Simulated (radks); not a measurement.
Question: Ca3+, 17 electrons, occupied as [Ne] 3s1.75 3p5 4s0.25 (fractional occupations, a model configuration). Method: non-relativistic Kohn-Sham, r2SCAN, spin-polarised, spherical densities, point nucleus; open shells are filled with parallel spins first; meta-GGA in the generalised Kohn-Sham scheme; computed with a radial shooting solver on a logarithmic mesh with Libxc functionals. Some entries of the table are withheld. Estimate them.

orbital,occ.,eigenvalue (hartree),<r> (bohr)
1s up,1,-146.4699,0.07738
1s down,1,-146.4487,0.07738
2s up,1,-16.75057,0.3652
2s down,1,-16.74028,0.3652
2p up,3,-13.87540,0.3277
2p down,3,-13.85437,0.3278
3s up,1,(1),1.122
3s down,0.75,(2),1.130
3p up,3,-2.32712,1.194
3p down,2,-2.23736,1.204
3d up,0,(3),1.402
3d down,0,(4),1.411
4s up,0.25,(5),2.899
4p up,0,-0.71555,3.210

Answer: 
(1) 3s up eigenvalue (hartree): -3.07211
(2) 3s down eigenvalue (hartree): -2.97815
(3) 3d up eigenvalue (hartree): -1.21221
(4) 3d down eigenvalue (hartree): -1.12977
(5) 4s up eigenvalue (hartree): -0.89348
